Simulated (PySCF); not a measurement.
Spin states of ScI

Unrestricted PBE0; PySCF, spin-free X2C with a Gaussian nucleus, basis sets Sc x2c-TZVPPall, I x2c-TZVPPall. Outer shells of the fragments: Sc 3d1 4s2; I 4d10 5s2 5p5.

Followed along the bond (rough minima from three points):

| 2Ms+1 | unpaired | ⟨S²⟩ at the start | R at minimum (Å) | Te (eV) |
| --- | --- | --- | --- | --- |
| 3 | σ ↑, δ ↑ | 2.00 | 2.70 | 0.00 |
| 3 | σ ↑, π ↑ | 2.00 | 2.71 | 0.26 |
| 1 | σ ↑, δ ↓ | 1.00 | 2.71 | 0.32 |
| 1 | none | 0.00 | 2.60 | 0.39 |
| 1 | σ ↓, π ↑ | 1.00 | 2.72 | 0.50 |
| 3 | σ ↑↑ | 2.00 | 2.72 | 0.54 |

Solutions found at the starting distance of 2.630 Å, counted from the lowest of them; the search is not exhaustive and high or unbound solutions are not listed, so other states can lie among these:

```
2Ms+1        unpaired   term  E (eV)  ⟨S²⟩  ⟨Lz²⟩  μ (D)
    3        σ ↑, δ ↑     ³Δ    0.00  2.00   4.00  -3.76
    3        σ ↑, π ↑     ³Π    0.27  2.00   1.06  -3.43
    1        σ ↑, δ ↓  mixed    0.32  1.00   4.00  -2.62
    1            none    ¹Σ⁺    0.37  0.00   0.00  -2.97
    1        σ ↓, π ↑  mixed    0.51  1.00   1.14  -3.81
    3            σ ↑↑    ³Σ⁺    0.55  2.00   0.00  -1.46
    3        π ↑, δ ↑  mixed    1.18  2.00   4.30  -4.93
    1        π ↑, δ ↓  mixed    1.61  1.00   5.01  -4.84
    1            δ ↑↓  mixed    1.93  1.00   8.01  -6.79
    1            none  mixed    2.34  0.00   8.00  -6.63
    3        π ↑, δ ↑  mixed    4.41  2.14   5.01   4.66
    5  σ ↑, π ↑↑, δ ↑  mixed    4.76  6.00   5.31   2.69
    5  σ ↑, π ↑↑, δ ↑  mixed    4.84  6.00   5.09   3.36
    5  σ ↑, π ↑, δ ↑↑     ⁵Π    5.34  6.00   1.04   2.74
```

A term symbol is given only where ⟨S²⟩ and ⟨Lz²⟩ are close to those of a pure state; real π, δ and φ orbitals otherwise mix terms. A positive dipole means Sc(−)I(+).

Spin–orbit coupling is left out. The state is the lowest single determinant that the PBE0 search found; with open d or f shells the true ground state can be another one.
